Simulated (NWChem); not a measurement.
System: GeSiH$_{6}$O$_{2}$; SMILES O[SiH2][O][GeH3]

The following NWChem deck was run.

```
start job
memory heap 200 mb stack 900 mb global 1100 mb
geometry units angstroms noautoz
  O      0.872669    -2.282499     0.383496
  Si    -0.577484    -1.662992    -0.140721
  O     -0.432462    -0.113015    -0.694390
  Ge     0.034615     1.441840     0.040717
  H      1.538662    -2.449508    -0.289838
  H     -1.120175    -2.456153    -1.279854
  H     -1.460821    -1.720831     1.054947
  H     -0.719600     2.524093    -0.744164
  H      1.556756     1.607621    -0.107181
  H     -0.376847     1.434964     1.525234
end
basis spherical
  O library 6-31g*
  Si library 6-31g*
  Ge library 6-31g*
  H library 6-31g*
end
dft
  xc xpbe96 cpbe96
  iterations 150
  mulliken
end
task dft energy
```

NWChem printed, in part:

```
             Northwest Computational Chemistry Package (NWChem) 7.3.0
             --------------------------------------------------------

 C1  symmetry detected

                             Geometry "geometry" -> ""
                             -------------------------

 Output coordinates in angstroms (scale by  1.889725989 to convert to a.u.)

  No.       Tag          Charge          X              Y              Z
 ---- ---------------- ---------- -------------- -------------- --------------
    1 O                    8.0000     1.04394712     2.31262025     0.03904466
    2 Si                  14.0000    -0.49173677     1.70583524    -0.14809980
    3 O                    8.0000    -0.62531257     0.15702950     0.41169278
    4 Ge                  32.0000     0.11045876    -1.40409306    -0.03289039
    5 H                    1.0000     1.33540589     2.47739162     0.94055424
    6 H                    1.0000    -1.48378153     2.50743638     0.62295448
    7 H                    1.0000    -0.73932330     1.76544037    -1.61384183
    8 H                    1.0000    -0.92591355    -2.47768516     0.32694628
    9 H                    1.0000     1.40027800    -1.58044905     0.78658217
   10 H                    1.0000     0.41389252    -1.40004778    -1.54320512

 Effective nuclear repulsion energy (a.u.)     356.9531124080

  pbe96 is a nonlocal functional; adding pw91lda local functional.

                                 NWChem DFT Module
                                 -----------------

 Summary of "ao basis" -> "ao basis" (spherical)
 ------------------------------------------------------------------------------
       Tag                 Description            Shells   Functions and Types
 ---------------- ------------------------------  ------  ---------------------
 O                           6-31g*                  6       14   3s2p1d
 Si                          6-31g*                  8       18   4s3p1d
 Ge                          6-31g*                 12       32   5s4p3d
 H                           6-31g*                  2        2   2s

            General Information
            -------------------
          SCF calculation type: DFT
          Wavefunction type:  closed shell.
          No. of atoms     :    10
          No. of electrons :    68
           Alpha electrons :    34
            Beta electrons :    34
          Charge           :     0
          Spin multiplicity:     1
          Use of symmetry is: off; symmetry adaption is: off
          Maximum number of iterations: 150
          AO basis - number of functions:    90
                     number of shells:    44
          Convergence on energy requested:  1.00D-06
          Convergence on density requested:  1.00D-05
          Convergence on gradient requested:  5.00D-04

              XC Information
              --------------
          PerdewBurkeErnzerhof Exchange Functional  1.000
            Perdew 1991 LDA Correlation Functional  1.000 local
           PerdewBurkeErnz. Correlation Functional  1.000 non-local

             Grid Information
             ----------------
          Grid used for XC integration:  medium
          Radial quadrature: Mura-Knowles
          Angular quadrature: Lebedev.
          Tag              B.-S. Rad. Rad. Pts. Rad. Cut. Ang. Pts.
          ---              ---------- --------- --------- ---------
          O                   0.60       49          12.0       434
          Si                  1.10       88          11.0       590
          Ge                  1.25      112          11.0       590
          H                   0.35       45          12.0       434
          Grid pruning is: on
          Number of quadrature shells:   568
          Spatial weights used:  Erf1

      Superposition of Atomic Density Guess
      -------------------------------------

 Sum of atomic energies:       -2516.33684369

      Non-variational initial energy
      ------------------------------

 Total energy =   -2517.547806
 1-e energy   =   -4215.029498
 2-e energy   =    1340.528580
 HOMO         =      -0.383262
 LUMO         =       0.020591

     ---------------------------------------------
      Total Density - Mulliken Population Analysis
     ---------------------------------------------

    Atom       Charge   Shell Charges
 -----------   ------   -------------------------------------------------------
    1 O    8     9.03   2.00  0.93  3.14  0.90  2.04  0.01
    2 Si  14    12.86   2.00  2.00  5.97  0.86  1.30  0.22  0.27  0.24
    3 O    8     9.05   2.00  0.94  3.17  0.90  2.04  0.01
    4 Ge  32    31.43   2.00  2.00  6.00  2.00  5.99  1.14  1.67  0.14  0.34  6.88  2.97  0.31
    5 H    1     0.45   0.35  0.09
    6 H    1     1.09   0.47  0.61
    7 H    1     1.09   0.47  0.61
    8 H    1     1.00   0.45  0.55
    9 H    1     1.00   0.45  0.55
   10 H    1     1.00   0.45  0.55

   convergence    iter        energy       DeltaE   RMS-Dens  Diis-err
 ---------------- ----- ----------------- --------- --------- ---------
 d= 0,ls=0.0,diis     1  -2519.5604486192 -2.88D+03  2.20D-02  1.05D+00
 d= 0,ls=0.0,diis     2  -2519.2439476539  3.17D-01  1.48D-02  4.24D+00
 d= 0,ls=0.0,diis     3  -2519.6699892112 -4.26D-01  3.25D-03  9.62D-02
 d= 0,ls=0.0,diis     4  -2519.6739376723 -3.95D-03  1.66D-03  5.85D-02
 d= 0,ls=0.0,diis     5  -2519.6793279733 -5.39D-03  3.92D-04  3.31D-03
  Resetting Diis
 d= 0,ls=0.0,diis     6  -2519.6796471145 -3.19D-04  5.25D-05  2.76D-05
 d= 0,ls=0.0,diis     7  -2519.6796497700 -2.66D-06  2.62D-05  2.35D-06
 d= 0,ls=0.0,diis     8  -2519.6796496076  1.62D-07  1.51D-05  4.88D-06
 d= 0,ls=0.0,diis     9  -2519.6796499744 -3.67D-07  3.67D-06  2.70D-07

         Total DFT energy =    -2519.679649974441
      One electron energy =    -4217.526840293426
           Coulomb energy =     1459.669291240398
    Exchange-Corr. energy =     -118.775213329445
 Nuclear repulsion energy =      356.953112408033

 Numeric. integr. density =       67.999993815470

                       DFT Final Molecular Orbital Analysis
                       ------------------------------------

 Vector   32  Occ=2.000000D+00  E=-2.674256D-01
              MO Center=  4.0D-01,  1.5D+00,  1.8D-01, r^2= 3.5D+00
   Bfn.  Coefficient  Atom+Function         Bfn.  Coefficient  Atom+Function
  ----- ------------  ---------------      ----- ------------  ---------------
     4     -0.337107   1 O  py                3      0.333792   1 O  px
     8     -0.262261   1 O  py                7      0.243367   1 O  px
    37      0.223130   3 O  pz               82      0.213189   6 H  s
    41      0.170952   3 O  pz               88     -0.147111   9 H  s
    81      0.141268   6 H  s                35      0.133566   3 O  px

 Vector   33  Occ=2.000000D+00  E=-2.556498D-01
              MO Center= -2.3D-01,  6.9D-01,  1.1D-01, r^2= 3.9D+00
   Bfn.  Coefficient  Atom+Function         Bfn.  Coefficient  Atom+Function
  ----- ------------  ---------------      ----- ------------  ---------------
    35      0.384056   3 O  px               39      0.280035   3 O  px
     4      0.271436   1 O  py               37     -0.208849   3 O  pz
     8      0.199683   1 O  py               84     -0.170210   7 H  s
    82      0.160541   6 H  s                41     -0.149033   3 O  pz
     5     -0.141972   1 O  pz               86      0.140051   8 H  s

 Vector   34  Occ=2.000000D+00  E=-2.515347D-01
              MO Center= -2.8D-01,  7.2D-01,  6.8D-03, r^2= 3.7D+00
   Bfn.  Coefficient  Atom+Function         Bfn.  Coefficient  Atom+Function
  ----- ------------  ---------------      ----- ------------  ---------------
    37      0.379695   3 O  pz               41      0.285234   3 O  pz
     4      0.244453   1 O  py               84      0.236036   7 H  s
    35      0.217872   3 O  px               82     -0.192388   6 H  s
     8      0.181692   1 O  py               39      0.164958   3 O  px
    83      0.144766   7 H  s                88     -0.136559   9 H  s

 Vector   35  Occ=0.000000D+00  E=-2.266563D-02
              MO Center=  7.7D-02, -1.1D+00,  3.9D-03, r^2= 5.1D+00
   Bfn.  Coefficient  Atom+Function         Bfn.  Coefficient  Atom+Function
  ----- ------------  ---------------      ----- ------------  ---------------
    62      0.710181   4 Ge py               38     -0.610571   3 O  s
    58      0.382423   4 Ge py               56     -0.313602   4 Ge s
    61     -0.308513   4 Ge px               57     -0.167219   4 Ge px
    22     -0.165248   2 Si py               34     -0.160217   3 O  s
    63      0.139997   4 Ge pz               40      0.134224   3 O  py

 Vector   36  Occ=0.000000D+00  E= 1.335575D-02
              MO Center=  1.9D-01,  1.7D+00,  3.0D-01, r^2= 5.2D+00
   Bfn.  Coefficient  Atom+Function         Bfn.  Coefficient  Atom+Function
  ----- ------------  ---------------      ----- ------------  ---------------
     6      0.792519   1 O  s                25     -0.627753   2 Si px
    80     -0.516625   5 H  s                56     -0.419616   4 Ge s
    26     -0.396900   2 Si py               60     -0.292986   4 Ge s
    21     -0.278780   2 Si px               27     -0.259953   2 Si pz
     9      0.208209   1 O  pz               86     -0.203466   8 H  s

 Vector   37  Occ=0.000000D+00  E= 3.758899D-02
              MO Center=  1.5D-01, -1.4D+00, -9.3D-02, r^2= 4.6D+00
   Bfn.  Coefficient  Atom+Function         Bfn.  Coefficient  Atom+Function
  ----- ------------  ---------------      ----- ------------  ---------------
    56      1.392586   4 Ge s                90      0.625527  10 H  s
    88      0.510881   9 H  s                86      0.507861   8 H  s
    58      0.308712   4 Ge py               27     -0.258083   2 Si pz
    52     -0.244436   4 Ge s                82      0.241915   6 H  s
    60      0.206009   4 Ge s                 6      0.177706   1 O  s

[...]
```

Level: PBE/6-31G* (spherical d). The geometry was optimised at PBE0/def2-SVP.
